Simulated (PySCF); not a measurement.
**Property card for `CC(=S)NC(C)(C)C`**

Compound: C6H13NS.
Bonds: C1–C2, C2–S3 (double), C2–N4, N4–C5, C5–C6, C5–C7, C5–C8. Hydrogens: H9, H10, H11 on C1; H12 on N4; H13, H14, H15 on C6; H16, H17, H18 on C7; H19, H20, H21 on C8.

Structural features include: thiocarbonyl.

**GFN2-xTB geometry**

| Item | Value |
| --- | --- |
| Rotational constants A, B, C of the GFN2-xTB geometry | 2.575, 1.202, 1.005 GHz |

**PBE0/pcSseg-1 ground state and GIAO shieldings, non-relativistic (PySCF)**

| Quantity | Value |
| --- | --- |
| Dipole moment | 4.46 D |
| HOMO energy | -5.78 eV |
| LUMO energy | -0.64 eV |
| HOMO–LUMO gap | 5.14 eV |
| Lowest Hirshfeld atomic charge | -0.20 e on S3 |
| Highest Hirshfeld atomic charge | +0.13 e on H12 |
| 13C chemical shifts (computed TMS as zero) by class | 206.8 (C2), 55.0 (C5), 37.7 (C1), 27.2 (C6/C7/C8) ppm |
| 1H chemical shifts (computed TMS as zero) by class | 6.10 (H12), 2.58 (H9/H10/H11), 1.64 (H13/H14/H15/H16/H17/H18/H19/H20/H21) ppm |
| Isotropic shieldings of nuclei other than C and H, by class | 79 (N4), 147 (S3) ppm |
| Mayer bond orders between heavy atoms | C1–C2 1.00, C2–S3 1.65, C2–N4 1.28, N4–C5 0.84, C5–C6 1.02, C5–C7 1.03, C5–C8 1.02 |

Monoisotopic mass from the formula: 131.0769 u.

With B = h/(8π²I), that is 505.379 GHz u Å² over I, the principal moments of inertia are 196.3, 420.6 and 502.8 u Å² (most abundant isotopes). The rotational constants make it an asymmetric top with κ = (2B − A − C)/(A − C) = -0.75, nearer the prolate limit (−1). The dipole equals about 14.9 × 10⁻³⁰ C·m (1 D = 3.33564 × 10⁻³⁰ C·m).

One conformer (not necessarily the lowest) at the GFN2-xTB geometry, without solvent or vibrations. NMR classes are plain means over equivalent atoms (diastereotopic ones count apart unless rotation or inversion swaps them), as if these changed places fast; in this geometry the members of some classes differ.

Shape of the structure used: `[CH3:1][C:2](=[S:3])[NH:4][C:5]([CH3:6])([CH3:7])[CH3:8]`: C1–C2–N4–C5 178°, C2–N4–C5–C6 61°.
